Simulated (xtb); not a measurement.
A run for xtb: GFN-FF on aminoborane (SMILES BN).

```
$ xtb mol.xyz --gfnff --sp --chrg 0 --uhf 0
6

B      0.23903497    -0.70673687     3.99657371
N     -0.02322380     0.45598006     3.28288547
H     -0.47201678    -1.65115509     3.84272471
H      1.17865095    -0.73542511     4.73053208
H      0.51971914     1.29865772     3.38316848
H     -0.81313720     0.56572935     2.66528053
```

Output:

```
[...]
           -------------------------------------------------
          |                Calculation Setup                |
           -------------------------------------------------



          ==================== Thresholds ====================
          CN  :   150.00000
          rep :   500.00000
          disp:  2500.00000
          HB1 :   250.00000
          HB2 :   450.00000

          Pauling EN used:
          Z : 1  EN :  2.20
          Z : 5  EN :  2.04
          Z : 7  EN :  3.04
          electric field strengths (au): 0.000

           -------------------------------------------------
          |           Force Field Initialization            |
           -------------------------------------------------

          distances ...
          ----------------------------------------
          generating topology and atomic info file ...
          pair mat ...
          computing topology distances matrix with Floyd-Warshall algo ...
          making topology EEQ charges ...
          #fragments for EEQ constrain: 1
          ----------------------------------------
          generating topology and atomic info file ...
          pair mat ...
          computing topology distances matrix with Floyd-Warshall algo ...
          making topology EEQ charges ...
          #fragments for EEQ constrain: 1
          rings ...
          # BATM   8
          # H in HB   4
          doing iterative Hueckel for 1 subsystem(s) ...

  atom   neighbors  erfCN metchar sp-hybrid imet pi  qest     coordinates
    1  B       3    2.75   0.04         2    0    1   0.024    0.451711   -1.335539    7.552430
    2  N       3    2.79   0.00         3    0    1  -0.313   -0.043887    0.861677    6.203754
    3  H       1    0.95   0.02         0    0    0   0.024   -0.891982   -3.120231    7.261697
    4  H       1    0.95   0.02         0    0    0   0.024    2.227327   -1.389752    8.939410
    5  H       1    0.98   0.00         0    0    0   0.120    0.982127    2.454107    6.393262
    6  H       1    0.98   0.00         0    0    0   0.120   -1.536607    1.069074    5.036650

          #atoms :   6
          #bonds :   5
          #angl  :   6
          #tors  :   6
          #nmol  :   1
          #optfrag :   1
           -------------------------------------------------
          |                   G F N - F F                   |
          |          A general generic force-field          |
          |                  Version 1.0.3                  |
           -------------------------------------------------
          Number of HB bonds (bound hydrogen)     0
          Number of HB bonds (unbound hydrogen)   0
          Number of XB bonds                      0

 E+G (total)                   0 d,  0 h,  0 min,  0.000 sec
 distance/D3 list               ...        0 min,  0.000 sec (  0.919%)
 non bonded repulsion           ...        0 min,  0.000 sec ( 17.308%)
 dCN                            ...        0 min,  0.000 sec (  3.507%)
 EEQ energy and q               ...        0 min,  0.000 sec ( 13.618%)
 D3                             ...        0 min,  0.000 sec ( 13.437%)
 EEQ gradient                   ...        0 min,  0.000 sec (  3.213%)
 bonds                          ...        0 min,  0.000 sec (  9.774%)
 bend and torsion               ...        0 min,  0.000 sec ( 15.637%)
 bonded ATM                     ...        0 min,  0.000 sec (  3.756%)
 HB/XB (incl list setup)        ...        0 min,  0.000 sec ( 12.311%)

         :::::::::::::::::::::::::::::::::::::::::::::::::::::
         ::                     SUMMARY                     ::
         :::::::::::::::::::::::::::::::::::::::::::::::::::::
Note: The following floating-point exceptions are signalling: IEEE_UNDERFLOW_FLAG IEEE_DENORMAL
normal termination of xtb
         :: total energy              -0.754555930383 Eh    ::
         :: gradient norm              0.031843848074 Eh/a0 ::
         ::.................................................::
         :: bond energy               -0.764454065006 Eh    ::
         :: angle energy               0.002250615862 Eh    ::
         :: torsion energy             0.000014295511 Eh    ::
         :: repulsion energy           0.029821588824 Eh    ::
         :: electrostat energy        -0.021108479350 Eh    ::
         :: dispersion energy         -0.001078866626 Eh    ::
         :: HB energy                  0.000000000000 Eh    ::
         :: XB energy                  0.000000000000 Eh    ::
         :: bonded atm energy         -0.000001019598 Eh    ::
         :: external energy            0.000000000000 Eh    ::
         :: add. restraining           0.000000000000 Eh    ::
         :: total charge               0.000000000000 e     ::
         :::::::::::::::::::::::::::::::::::::::::::::::::::::

           -------------------------------------------------
          |                Property Printout                |
           -------------------------------------------------

molecular dipole:
                 x           y           z       tot (Debye)
 q only:       -0.016       0.023       0.010       0.075

           -------------------------------------------------
          | TOTAL ENERGY               -0.754555930383 Eh   |
          | GRADIENT NORM               0.031843848074 Eh/α |
           -------------------------------------------------
########################################################################
[WARNING] Runtime exception occurred
-1- gfnff_setup: Could not read topology file.
########################################################################

------------------------------------------------------------------------
------------------------------------------------------------------------
 total:
 SCF:
```

The run finished.

Cost: around 0.020 core-seconds (rough).
